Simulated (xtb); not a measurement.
C3H2F3, SMILES F[C](C(F)=C)F (connectivity only; charge and spin as stated), charge +1, multiplicity 1. All values are semi-empirical tight-binding results from xtb (GFN2-xTB unless named), good for trends rather than for accurate numbers. Geometry optimised at GFN2-xTB. The spin state was assumed, not searched. The isomer is the one that the SMILES or the coordinates give; other isomers of the formula were not compared. One conformer was computed; it need not be the lowest.

Computed properties:
The point group as xtb finds it is Cs, the orbital gap is 1.98 eV and the zero-point energy comes out as 27.0 kcal/mol. The G − E(el) at 298.15 K (modified RRHO) is 8.4 kcal/mol and the static polarisability (D4 model) is 38.1 bohr³. The solvation energy, GFN2-xTB/ALPB(water) is -61.4 kcal/mol. The solvation energy, GFN2-xTB/ALPB(toluene) is -47.4 kcal/mol.

### Question
Give the IR lines (harmonic; lines under 4 % of the strongest left out, lines within 3 cm⁻¹ merged). (The exact figures need the calculation; the answer reports its results.)

### Answer
ν (cm⁻¹): 937 (w), 1190 (m), 1287 (w), 1405 (m), 1470 (vs), 1517 (m), 3020 (m), 3068 (w) (against the strongest line: vs over 80 %, s over 45 %, m over 15 %, w over 4 %, vw less)
